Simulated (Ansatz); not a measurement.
Ansatz (a program for electronic structure) input (CCSD(T)/aug-cc-pVTZ):

Ansatz 0.2 input:
```yaml
crystal:
  periodic: [false, false, false]
  atoms:
    - {symbol: C, position_ang: [2.72673493, -0.97003164, -0.95121090]}
    - {symbol: C, position_ang: [1.52773632, -1.30929348, -0.49206274]}
    - {symbol: C, position_ang: [0.88851348, -0.76348178, 0.75261061]}
    - {symbol: B, position_ang: [-0.27112869, 0.26451624, 0.41078614]}
    - {symbol: O, position_ang: [-1.48102489, -0.07350131, -0.12765369]}
    - {symbol: C, position_ang: [-1.86553199, -1.39693655, -0.45616099]}
    - {symbol: O, position_ang: [-0.03586123, 1.58141353, 0.65982684]}
    - {symbol: C, position_ang: [-1.00438609, 2.57680366, 0.34375593]}
    - {symbol: H, position_ang: [3.35809018, -0.26591125, -0.42124413]}
    - {symbol: H, position_ang: [3.11777759, -1.38392379, -1.87169128]}
    - {symbol: H, position_ang: [0.93716044, -2.01837026, -1.06619674]}
    - {symbol: H, position_ang: [0.49152054, -1.59145831, 1.35165204]}
    - {symbol: H, position_ang: [1.63588617, -0.25105053, 1.36011497]}
    - {symbol: H, position_ang: [-1.41837188, -2.13201772, 0.21628834]}
    - {symbol: H, position_ang: [-1.57499290, -1.63211054, -1.48232369]}
    - {symbol: H, position_ang: [-2.95023632, -1.46118922, -0.37593045]}
    - {symbol: H, position_ang: [-1.22048142, 2.58598857, -0.72616038]}
    - {symbol: H, position_ang: [-1.93639208, 2.40321315, 0.88479827]}
    - {symbol: H, position_ang: [-0.58762790, 3.53858980, 0.63778562]}
basis:
  gaussian:
    orbitals: aug-cc-pVTZ
magnetization: {spin_polarized: false}
correlation: {method: ccsd_t, electrons: outside_noble_gas}
```

End of the output:

```
integrals: 23.69 GiB planned
3530 factors; integrals over basis functions are off by at most 1.2e-3 eV
8.96 GiB of device memory are held for the factors and their scratch space
mean field: 8.56 GiB planned
mean field evaluation 1: about -10071.2736 eV, gradient 5.3e1 eV
mean field evaluation 2: about -10071.5037 eV, gradient 5.3e1 eV
mean field evaluation 4: about -10078.0854 eV, gradient 6.0e0 eV
mean field evaluation 8: about -10078.1848 eV, gradient 2.9e-1 eV
mean field evaluation 16: about -10076.6948 eV, gradient 2.5e1 eV
mean field -10078.18512972 eV, -370.3664722780 hartree, gradient 4.1e-6 eV, S^2 0.000000; 0 other end points of the search recorded, 0 dependent functions left out
8 core orbitals not correlated
reference -10078.18512972 eV, -370.3664722780 hartree; 23, 23 occupied and 590, 590 virtual orbitals, 3530 factors
second order -39.14548559 eV of doubles, -0.00000000 eV of singles
coupled cluster: 57.75 GiB planned
cycle   1  -39.55232147 eV  change   -4.1e-1 eV  update   1.3e-1
cycle   2  -40.48477411 eV  change   -9.3e-1 eV  update   3.9e-2
cycle   3  -40.69903106 eV  change   -2.1e-1 eV  update   2.0e-2
cycle   4  -40.67983489 eV  change    1.9e-2 eV  update   5.2e-3
cycle   5  -40.67837521 eV  change    1.5e-3 eV  update   2.4e-3
cycle   6  -40.67983703 eV  change   -1.5e-3 eV  update   6.9e-4
cycle   7  -40.67947321 eV  change    3.6e-4 eV  update   2.4e-4
cycle   8  -40.67932185 eV  change    1.5e-4 eV  update   7.9e-5
cycle   9  -40.67934465 eV  change   -2.3e-5 eV  update   3.0e-5
perturbative correction -1.71189881 eV, -0.0629111210 hartree
Total energy: -10120.57637318 eV, -371.9243217413 hartree
```
